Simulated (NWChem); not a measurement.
System: CH3NOSn; SMILES C(=[N][SnH3])=O

```xyz
7

Sn     0.0202    -0.8677     0.0315
N      0.2777     1.1422     0.3617
C      0.0046     2.2704    -0.0023
O     -0.2149     3.3983    -0.2956
H      0.6360    -1.1954    -1.5456
H      0.9415    -1.6106     1.2780
H     -1.6700    -1.1817     0.1665
```
Atoms are numbered in this order, from 1.

Level: PBE-D3(BJ)/def2-SVP with def2 effective core potentials on Sn (NWChem), optimised geometry, unscaled harmonic frequencies. def2 effective core potentials on Sn; no spin-orbit coupling.

**Question.** List the harmonic frequencies with IR intensities, and the thermochemistry.

**Answer.** 
```json
[
 {"frequency (cm⁻¹)": "18", "IR intensity (km/mol)": "1.1"},
 {"frequency (cm⁻¹)": "67", "IR intensity (km/mol)": "3.1"},
 {"frequency (cm⁻¹)": "405", "IR intensity (km/mol)": "66.2"},
 {"frequency (cm⁻¹)": "493", "IR intensity (km/mol)": "32.9"},
 {"frequency (cm⁻¹)": "509", "IR intensity (km/mol)": "41.5"},
 {"frequency (cm⁻¹)": "578", "IR intensity (km/mol)": "17.3"},
 {"frequency (cm⁻¹)": "595", "IR intensity (km/mol)": "15.3"},
 {"frequency (cm⁻¹)": "675", "IR intensity (km/mol)": "64.0"},
 {"frequency (cm⁻¹)": "679", "IR intensity (km/mol)": "64.1"},
 {"frequency (cm⁻¹)": "685", "IR intensity (km/mol)": "188.4"},
 {"frequency (cm⁻¹)": "1394", "IR intensity (km/mol)": "10.4"},
 {"frequency (cm⁻¹)": "1868", "IR intensity (km/mol)": "84.4"},
 {"frequency (cm⁻¹)": "1885", "IR intensity (km/mol)": "152.9"},
 {"frequency (cm⁻¹)": "1905", "IR intensity (km/mol)": "127.3"},
 {"frequency (cm⁻¹)": "2346", "IR intensity (km/mol)": "1089.4"}
]
```

```
Quantity                                                                           Result
-----------------------------------------------------------------------  ----------------
zero-point energy                                                           20.1 kcal/mol
thermal correction to the enthalpy at 298.15 K (with zero-point energy)     24.5 kcal/mol
heat capacity Cv                                                         18.8 cal/(mol K)
entropy at 298.15 K and 1 atm (symmetry number 1)                        82.3 cal/(mol K)
```

Rigid rotor and harmonic oscillator; modes under 100 cm⁻¹ make the entropy uncertain.
